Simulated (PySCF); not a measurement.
**Calculated NMR data**

- σ from GIAO-PBE0/pcSseg-1
- geometry from GFN2-xTB
- program: PySCF 2.14
- a single conformation, in vacuum, averaged over atoms made equivalent by symmetry, fast rotation or ring inversion, non-relativistic

Scale: 1H and 13C vs TMS (reference shieldings calculated alike). Splittings of carbon signals by F and P are missing where no couplings were computed. Where no couplings were computed, multiplicities follow the n + 1 count of equivalent neighbours, and m marks all less simple cases (inequivalent or close neighbours, rings, F or P nearby). Shifts are as computed. Against solution values, carbons near 30 ppm lie about +3 ppm off and those near 130 ppm about +5 ppm. Of 1309 compounds with measured shifts, 239 miss one by over three times the rms of a fit or turn the order of signals round; such compounds aren't used in these exercises. OH and NH positions are gas-phase values without hydrogen bonding to other molecules.

**1.** `InChI=1S/C3H12N2OSi/c1-2-6-3-7(4)5/h7H,2-5H2,1H3`. 1H NMR (600 MHz, computed): δ 5.15 (t, 1H), 3.75 (q, 2H), 2.93 (d, 2H), 1.16 (t, 3H), 0.34 (br s, 4H). 13C{1H} NMR (computed): δ 72.9 (CH2), 65.5 (CH2), 14.7 (CH3).

**2.** SMILES C=C[Si@@H](O)[Si@](F)([SiH3])O[SiH3], C$_{2}$H$_{11}$FO$_{2}$Si$_{4}$. 1H NMR (600 MHz, computed): δ 6.51 (m, 1H), 6.49 (m, 1H), 6.01 (m, 1H), 5.66 (m, 1H), 5.22 (s, 3H), 3.49 (m, 3H), 0.94 (br s, 1H). 13C{1H} NMR (computed): δ 146.2, 139.8.
